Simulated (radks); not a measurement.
The numbers below are computed, except where a source is named.
Problem. These are the eigenvalues of the occupied orbitals of an atom or ion with whole-number occupations (hartree). Code: a radial shooting solver on a logarithmic mesh with Libxc functionals. Model: scalar-relativistic Kohn-Sham, PBE, spin-polarised, spherical densities, point nucleus.

| orbital | eigenvalue |
|---|---|
| 1s down | -2347.941 |
| 1s up | -2347.940 |
| 2s up | -419.4376 |
| 2s down | -419.4348 |
| 2p up | -371.7934 |
| 2p down | -371.7914 |
| 3s up | -113.7075 |
| 3s down | -113.6057 |
| 3p up | -99.40826 |
| 3p down | -99.30653 |
| 3d up | -82.26347 |
| 3d down | -82.18618 |
| 4s up | -40.39106 |
| 4s down | -40.21916 |
| 4p up | -35.46222 |
| 4p down | -35.29672 |
| 4d up | -29.08947 |
| 4d down | -28.92647 |
| 4f up | -22.08619 |

Which element is it, and in what charge state? The configuration may be excited. Open shells, if any, are filled with parallel spins first.

Solution. Z = 71, lutetium, charge +22: Lu22+ in [Kr] 4d10 4f3. The list shows which subshells hold electrons but not how many an open one holds; the 1s level, -2347.9 hartree, gives Z - s = 68.5 by -(Z - s)^2/2, which with screening and relativity narrows Z to a few neighbours, and the depths of the outer levels then fix element, charge and occupations together.
